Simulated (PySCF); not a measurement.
PBE0 on Se⁻ (selenium, charge -1), [Ar] 3d10 4s2 4p5, 2P determinant. All numbers are calculated (PySCF 2.14, scalar relativity through the core potential, in aug-cc-pVDZ-PP with ECP10MDF).

```
cycle= 1 E= -373.152162897166  delta_E= -0.00538  |g|= 0.0206  |ddm|= 0.195
cycle= 2 E= -373.1523154251  delta_E= -0.000153  |g|= 0.00515  |ddm|= 0.0357
cycle= 3 E= -373.15232546912  delta_E= -1e-05  |g|= 0.00062  |ddm|= 0.00667
cycle= 4 E= -373.152326783569  delta_E= -1.31e-06  |g|= 0.000225  |ddm|= 0.0043
cycle= 5 E= -373.152326871748  delta_E= -8.82e-08  |g|= 0.000148  |ddm|= 0.00125
cycle= 6 E= -373.152326897283  delta_E= -2.55e-08  |g|= 6.11e-06  |ddm|= 0.000646
cycle= 7 E= -373.152326897344  delta_E= -6.12e-11  |g|= 3.2e-07  |ddm|= 3.14e-05
converged SCF energy = -373.152326897344  <S^2> = 0.75334471  2S+1 = 2.0033419
```

Highest occupied orbital energy: 0.104 eV; ⟨L²⟩ = 2.02; populations by l: s 4.00, p 11.00, d 10.00.

Problem. Can this result be used?

Solution. With care. The run converged. Energies and moments cover only the electrons outside the core potential. At PBE0 the highest occupied level has a positive energy, so only the finite basis holds that electron; in a semilocal or global hybrid functional this comes from self-interaction and does not mean that the real anion is unbound.
